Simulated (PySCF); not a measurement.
Computed IR spectrum (relative IR intensity) of a molecule C₅H₇F. The structure is a stationary point at B3LYP-D3(BJ)/def2-SVP. One conformer was computed; it need not be the lowest. Level of theory: PySCF with B3LYP-D3(BJ)/def2-SVP. Frequencies are harmonic and unscaled.

Lines under 2 % of the strongest are left out, and lines within 2 cm⁻¹ are merged.

```json
[
 {"ν (cm⁻¹)": "138", "relative intensity": "3.3"},
 {"ν (cm⁻¹)": "205", "relative intensity": "6.8"},
 {"ν (cm⁻¹)": "710", "relative intensity": "7.2"},
 {"ν (cm⁻¹)": "772", "relative intensity": "14"},
 {"ν (cm⁻¹)": "846", "relative intensity": "12"},
 {"ν (cm⁻¹)": "936", "relative intensity": "5.7"},
 {"ν (cm⁻¹)": "1013", "relative intensity": "30"},
 {"ν (cm⁻¹)": "1035", "relative intensity": "100"},
 {"ν (cm⁻¹)": "1108", "relative intensity": "7.8"},
 {"ν (cm⁻¹)": "1180", "relative intensity": "12"},
 {"ν (cm⁻¹)": "1246", "relative intensity": "55"},
 {"ν (cm⁻¹)": "1297", "relative intensity": "8.2"},
 {"ν (cm⁻¹)": "1317", "relative intensity": "2.1"},
 {"ν (cm⁻¹)": "1418", "relative intensity": "16"},
 {"ν (cm⁻¹)": "1449", "relative intensity": "7.4"},
 {"ν (cm⁻¹)": "1460", "relative intensity": "25"},
 {"ν (cm⁻¹)": "1701", "relative intensity": "57"},
 {"ν (cm⁻¹)": "1747", "relative intensity": "22"},
 {"ν (cm⁻¹)": "3010", "relative intensity": "34"},
 {"ν (cm⁻¹)": "3068", "relative intensity": "17"},
 {"ν (cm⁻¹)": "3112", "relative intensity": "3.0"},
 {"ν (cm⁻¹)": "3130", "relative intensity": "29"},
 {"ν (cm⁻¹)": "3158", "relative intensity": "8.2"},
 {"ν (cm⁻¹)": "3176", "relative intensity": "5.7"},
 {"ν (cm⁻¹)": "3210", "relative intensity": "9.5"}
]
```

**Question.** Pick the molecule that these values belong to.
A) C/C=C/C=C\F
B) C=C/C(F)=C\C
C) C=C(C)C(=C)F
D) F[C@H]1C=CCC1

**Answer.** A, C/C=C/C=C\F
